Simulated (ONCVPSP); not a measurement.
u(r) = r·R(r): atom against pseudo-atom (strontium)

Columns: radius, all-electron u(r) and pseudo u(r) of the 4p shell (level -36.51 eV) of strontium in the configuration [Ar] 3d10 4s2 4p6; PBEsol, scalar-relativistic, ONCV scheme, ONCVPSP 4.0.1.

```tsv
r (bohr)	all-electron	pseudo
0.130	0.2039	0.0237
0.260	-0.3010	0.0916
0.390	-0.4377	0.1953
0.520	-0.2290	0.3223
0.650	0.0941	0.4579
0.780	0.3975	0.5880
0.910	0.6308	0.7002
1.040	0.7856	0.7859
1.170	0.8707	0.8405
1.300	0.9004	0.8637
1.430	0.8895	0.8580
1.560	0.8509	0.8283
1.690	0.7949	0.7808
1.820	0.7292	0.7214
1.950	0.6594	0.6557
2.080	0.5894	0.5879
2.210	0.5219	0.5214
2.340	0.4585	0.4584
2.470	0.4002	0.4002
2.600	0.3474	0.3474
2.730	0.3002	0.3002
2.860	0.2585	0.2585
2.990	0.2218	0.2218
3.120	0.1897	0.1897
3.250	0.1619	0.1619
3.380	0.1378	0.1378
```

(1) How many radial nodes do the two functions have?

(2) At about which radius was the pseudo-wave matched?

(3) Is the pseudo-wave norm-conserving?

## Answers

(1) The all-electron 4p function has n − l − 1 = 2; the pseudo-wave has 0, since the states of the same l below it are removed with the core.

(2) 2.55 bohr. The columns agree to 0.0005 from 2.34 bohr on; several derivatives are matched, so the curves merge somewhat inside the radius.

(3) Yes: the ONCV scheme keeps the norm inside the radius equal to the all-electron one, which fixes the energy derivative of the logarithmic derivative at the level.
